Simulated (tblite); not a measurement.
`CC(C)[Si@@](N)(P)N=C`. Structure optimised with GFN2-xTB, isolated species.

```
atom  x, y, z in Å
C1    -0.2137    2.2655    1.5052
N2    -0.3189    1.0227    1.4418
Si3    0.6547   -0.0646    0.4775
N4     1.2430   -1.3734    1.4453
P5     2.3579    1.1156   -0.4373
C6    -0.4743   -0.7716   -0.8888
C7    -0.9172    0.3380   -1.8350
C8    -1.6818   -1.4829   -0.2936
H9     0.5351    2.8455    0.9505
H10   -0.8893    2.8295    2.1421
H11    0.5588   -1.9976    1.8423
H12    1.9546   -1.1771    2.1312
H13    3.1203    1.0817    0.7151
H14    3.0033    0.0145   -0.9593
H15    0.1002   -1.5019   -1.4661
H16   -0.0531    0.8623   -2.2429
H17   -1.5370    1.0602   -1.3065
H18   -1.4960   -0.0674   -2.6641
H19   -2.3354   -1.8532   -1.0829
H20   -1.3686   -2.3277    0.3142
H21   -2.2514   -0.8013    0.3326
```

Question: Work out the bond lengths C1–H10, N4–H12, C7–H17, C7–H18, C8–H20 in bohr.

Answer: For C1–H10 the difference vector is (-0.6756, 0.5640, 0.6369) Å, of length 1.0864 Å. 1 bohr = 0.529177 Å. C1–H10 2.053; N4–H12 1.904; C7–H17 2.057; C7–H18 2.059; C8–H20 2.054 bohr.

Question: Give the dihedral angles N4–Si3–C6–H15, N2–Si3–C6–C8, P5–Si3–C6–C8.

Answer: N4–Si3–C6–H15 -57° (synclinal); N2–Si3–C6–C8 -58° (synclinal); P5–Si3–C6–C8 -176° (antiperiplanar). Dihedral signs follow IUPAC: positive where, seen along the central bond, the front bond turns clockwise onto the rear one.

Question: What are the angles N2–C1–H9, N2–Si3–P5, N4–Si3–P5, N2–Si3–C6, C7–C6–C8, C7–C6–H15, H16–C7–H17?

Answer: From the scalar product of the two bond vectors; for N2–C1–H9 it is -0.7644 Å² over 1.2489 × 1.0976 Å², cos θ = -0.5577. N2–C1–H9 123.9°; N2–Si3–P5 108.5°; N4–Si3–P5 111.4°; N2–Si3–C6 107.2°; C7–C6–C8 110.6°; C7–C6–H15 108.1°; H16–C7–H17 108.3°.

Question: Where is the centre of mass (commonest isotopes), and what is the radius of gyration?

Answer: Mass 148.059 u; centre at (0.433, 0.209, 0.140) Å; Rg = √(Σ m r²/M) = 2.100 Å. As Ia + Ib + Ic = 2 Σ m r², the three principal moments sum to 1305.3 u·Å².

Question: How far apart are these pairs, which share no bond: Si3···H13, C7···H10, H11···H17, H11···H20, H14···H21, H18···H20?

Answer: Si3···H13 2.729 Å (2 bonds apart); C7···H10 4.693 Å (5 bonds apart); H11···H17 4.864 Å (5 bonds apart); H11···H20 2.482 Å (5 bonds apart); H14···H21 5.472 Å (5 bonds apart); H18···H20 3.741 Å (4 bonds apart).

Question: Write the matrix of distances between heavy atoms (Å, lower triangle).

Answer: 
```
C1    0.000
N2    1.249  0.000
Si3   2.691  1.749  0.000
N4    3.920  2.860  1.731  0.000
P5    3.422  3.272  2.265  3.314  0.000
C6    3.876  2.945  1.908  2.960  3.433  0.000
C7    3.920  3.401  2.825  4.284  3.645  1.524  0.000
C8    4.409  3.339  2.840  3.404  4.805  1.523  2.505  0.000
```

Its GFN2-xTB frequencies are all real (lowest 25 cm⁻¹). The numbers are those of one conformer. 3 starts were optimised and ended at 0.00, 0.55 and 0.76 kcal/mol (GFN2-xTB); the lowest of these is shown.

These are computed values.
